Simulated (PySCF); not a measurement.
Ligands exchanged one at a time, Sn Cl-OH. Isolated molecules, 0 K electronic values unless said otherwise. One relaxed conformer stands for each flexible species; it need not be the lowest. Strings in code marks are SMILES.

The T1 excitation (TDA) from two functionals at the same geometries (r2SCAN-D4/def2-TZVP), both in PySCF: PBE-D3(BJ)/def2-TZVP and r2SCAN-D4/def2-TZVP. Excitations are Tamm–Dancoff values on a coarser integration grid. The basis has no diffuse functions, so Rydberg states are missing or too high.

```
species                                                  r2SCAN-D4/def2-TZVP (eV)
-------------------------------------------------------  ------------------------
1 of 4 Cl replaced by OH (`[OH][Sn]([Cl])([Cl])[Cl]`)                        4.53
3 of 4 Cl replaced by OH (`[Sn]([Cl])([OH])([OH])[OH]`)                      4.87
4 of 4 Cl replaced by OH (`[OH][Sn]([OH])([OH])[OH]`)                        5.00
```

### Question
What does PBE-D3(BJ)/def2-TZVP give for each?

### Answer

- 1 of 4 Cl replaced by OH (`[OH][Sn]([Cl])([Cl])[Cl]`): 4.04
- 3 of 4 Cl replaced by OH (`[Sn]([Cl])([OH])([OH])[OH]`): 4.34
- 4 of 4 Cl replaced by OH (`[OH][Sn]([OH])([OH])[OH]`): 4.50
Over these rows, drawn at random from the members with no instability flagged (it was tested for open shells, ions and some series alone), PBE minus r2SCAN-D4: mean -0.51 eV, from -0.53 eV to -0.49 eV.
